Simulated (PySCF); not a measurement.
**Correlation energy of Sr (strontium, neutral)**

[Kr] 5s2, closed-shell 1S. All numbers are calculated (PySCF 2.14, a scalar-relativistic core potential, in def2-SVP with the def2 core potential (28 electrons)). Frozen: 4s2 4p6; 2 electrons correlated.

Total MP2 correlation energy: -15.89 mhartree.

Same-spin part 0.00 and opposite-spin part -15.89 mhartree; SCS-MP2 scales them by 1/3 and 6/5 to -19.07 mhartree.

With two correlated electrons CCSD is exact within the correlated space (frozen core and kept virtual orbitals).

| level | correlation energy (mhartree) |
| --- | --- |
| CCSD | -24.61 |

Diagnostics: T1 = 0.0087, D1 = 0.0123, largest double amplitude 0.141.

Cost of the coupled-cluster step: 0.05 s of wall time on 1 thread of Intel(R) Xeon(R) Platinum 8559C (shared host), for 2 correlated electrons.

Iterations:

```
CC2 = 0
CCSD nocc = 1, nmo = 19
frozen orbitals [0, 1, 2, 3]
max_cycle = 100
direct = 0
conv_tol = 1e-08
conv_tol_normt = 1e-06
diis_space = 8
diis_start_cycle = 0
Init t2, MP2 energy = -30.3546761884633  E_corr(MP2) -0.0158940947439922
Init E_corr(CCSD) = -0.0158940947439933
cycle = 1  E_corr(CCSD) = -0.0211733480482655  dE = -0.0052792533  norm(t1,t2) = 0.0619827
cycle = 2  E_corr(CCSD) = -0.0230948836357831  dE = -0.00192153559  norm(t1,t2) = 0.0274576
cycle = 3  E_corr(CCSD) = -0.024585900082235  dE = -0.00149101645  norm(t1,t2) = 0.0138467
cycle = 4  E_corr(CCSD) = -0.0245907437517964  dE = -4.84366956e-06  norm(t1,t2) = 0.00327395
cycle = 5  E_corr(CCSD) = -0.0246119646638241  dE = -2.1220912e-05  norm(t1,t2) = 0.000791637
cycle = 6  E_corr(CCSD) = -0.0246017355757915  dE = 1.0229088e-05  norm(t1,t2) = 0.000112702
cycle = 7  E_corr(CCSD) = -0.0246078120416703  dE = -6.07646588e-06  norm(t1,t2) = 4.58932e-05
cycle = 8  E_corr(CCSD) = -0.0246075198858389  dE = 2.92155831e-07  norm(t1,t2) = 6.52285e-06
cycle = 9  E_corr(CCSD) = -0.0246071337133564  dE = 3.86172483e-07  norm(t1,t2) = 2.16841e-06
cycle = 10  E_corr(CCSD) = -0.0246072794233157  dE = -1.45709959e-07  norm(t1,t2) = 1.28601e-06
cycle = 11  E_corr(CCSD) = -0.0246072819652241  dE = -2.54190841e-09  norm(t1,t2) = 1.96977e-08
CCSD converged
E(CCSD) = -30.36338937568451  E_corr = -0.02460728196522408
```
